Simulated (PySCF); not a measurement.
Molecule: In2(mu-NH2)2(Cl)4, H4Cl4In2N2, singlet. Atoms near the plane z = 1.5 Å, at the PBE0/def2-SVP optimised geometry (x, y, z in Å): In1 (-0.8, -1.4, 0.0), In2 (0.8, 1.4, 0.0), N3 (0.0, 0.0, 1.5), H4 (0.7, -0.4, 2.1), H5 (-0.7, 0.4, 2.1), Cl6 (-3.1, -1.4, 0.0), Cl7 (0.5, -3.4, 0.0), Cl11 (-0.5, 3.4, 0.0), Cl12 (3.1, 1.4, 0.0).

Computed with PBE0/def2-TZVP, def2 effective core potentials past Kr (PySCF). The core electrons that the potentials of In replace are not part of the density. Cells within 0.4 Å of a nucleus heavier than hydrogen are left out (blank, or x). The values are rescaled to run from 0 to 1.

```
|1111111111111111111111111111111|
|1111111111111111111111111111111|
|1111111111111111111111111111111|
|1111111111111112111111111111111|
|1111111111111222211111111111111|
|1111111111112222211111111111111|
|1111111111122222211111111111111|
|1111111111122222111111111111111|
|1111111111111111111111112111111|
|1111111111111111111111122211111|
|1111111111111111110111222211111|
|1111111111111111111111222211111|
|1111111111110012321111222211111|
|1111111111100145531111122211111|
|111111111110059x941111112211111|
|11111111111015xxx61011111111111|
|111112211111149x960011111111111|
|1111122211111355410011111111111|
|1111122221111232100111111111111|
|1111122221111111111111111111111|
|1111122221110111111111111111111|
|1111122211111111111111111111111|
|1111112111111111111111111111111|
|1111111111111112222211111111111|
|1111111111111122222211111111111|
|1111111111111122222111111111111|
|1111111111111122221111111111111|
|1111111111111112111111111111111|
|1111111111111111111111111111111|
|1111111111111111111111111111111|
|1111111111111111111111111111111|
```
Scale: ten equal steps from 0.000 (start of '0') to 1.00 (end of '9'), in the order '0123456789'; x runs from -5.50 to 5.50, y from -5.50 (bottom) to 5.50 (top).

**Question.** Which quantity is mapped?
A. an orbital amplitude
B. deformation density (molecule minus spherical neutral atoms)
C. log10 of the electron density
D. electron localisation function

**Answer.** B, deformation density (molecule minus spherical neutral atoms). In full: deformation density (molecule minus spherical neutral atoms) (e/bohr³).
